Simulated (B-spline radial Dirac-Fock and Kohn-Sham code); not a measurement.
**Os⁴⁺ 3p1/2: cross section and angular parameters**

System: the Os⁴⁺ ion, configuration 1s2 2s2 2p6 3s2 3p6 3d10 4s2 4p6 4d10 4f14 5s2 5p6 5d4; threshold 2839.8 eV (orbital energy of the model). Level of theory: Dirac-Hartree-Slater photoionisation with a Latter tail; cross sections with all multipoles, angular parameters from the dipole term and its interference with E2; a radial finite-basis atomic code.

For linearly polarised light dσ/dΩ = σ/(4π) [1 + β P₂(cos θ) + (δ + γ cos²θ) sin θ cos φ], with θ from the polarisation vector and φ the angle between the beam and the projection of the electron momentum on the plane normal to the polarisation.

```tsv
hν (eV)	σ (kb)	β	γ	δ
2984.4	38.7	0.798	0.348	0.224
3070	37.6	0.954	0.479	0.177
3840	27.9	1.416	0.286	0.032
4000	26.3	1.450	0.224	0.023
4120	?	?	?	?
6590	11.1	1.595	0.039	0.000
9310	5.47	1.577	0.357	0.008
14000	2.18	1.505	0.951	0.028
15000	1.85	1.490	1.066	0.034
```

**Question.** Give the values at 4120 eV.

**Answer.** σ = 25.1 kb, β = 1.472, γ = 0.183, δ = 0.019.

Values without a named source are computed, but for edge energies of neutral atoms, which are taken from tables.
